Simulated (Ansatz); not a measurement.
Si(PMe2)H3 (C2H9PSi), relaxed as a singlet with RKS PBE-D4/def2-SVP in Ansatz, starting from the GFN2-xTB geometry. Force threshold 0.02 eV/Å.

Start:

```
atom   x (Å)   y (Å)   z (Å)
 Si1  -0.755   1.681  -0.062
  P2  -0.082  -0.176   0.992
  C3   1.638  -0.293   0.316
  C4  -0.884  -1.442  -0.097
  H5   1.647  -0.234  -0.772
  H6   2.074  -1.242   0.627
  H7   2.236   0.516   0.731
  H8  -0.642  -1.279  -1.146
  H9  -0.539  -2.431   0.201
 H10  -1.961  -1.393   0.042
 H11  -0.055   2.813   0.543
 H12  -2.200   1.800   0.130
 H13  -0.477   1.679  -1.505
```

(1) Estimate the energy that the relaxation releases and the steps that it takes.

(2) Does the start keep its bonding and symmetry?

(3) Predict the relaxed structure.

## Answers

(1) 2.9 kcal/mol, in 5 steps; 11 s on 4 threads of Intel Xeon on a shared host. No frequencies were taken in this run, so the end may be a saddle point.

(2) By distances, no bond broke or formed. The bond that changes most is Si1–H11, from 1.46 to 1.51 Å (atoms count from 1).

(3) 
```xyz
13

Si   -0.7596    1.6871   -0.0575
P    -0.0744   -0.2013    1.0086
C     1.6708   -0.2833    0.3255
C    -0.9124   -1.4591   -0.1027
H     1.7234   -0.1935   -0.7793
H     2.1208   -1.2524    0.6229
H     2.2809    0.5220    0.7808
H    -0.7182   -1.3019   -1.1838
H    -0.5535   -2.4705    0.1767
H    -2.0059   -1.4319    0.0735
H    -0.0587    2.8794    0.5396
H    -2.2442    1.8546    0.1368
H    -0.4690    1.6508   -1.5410
```
Bond lengths: 2 × C–P 1.88 Å; 1 × P–Si 2.27 Å; 6 × C–H 1.11 Å; 3 × H–Si 1.51 Å.
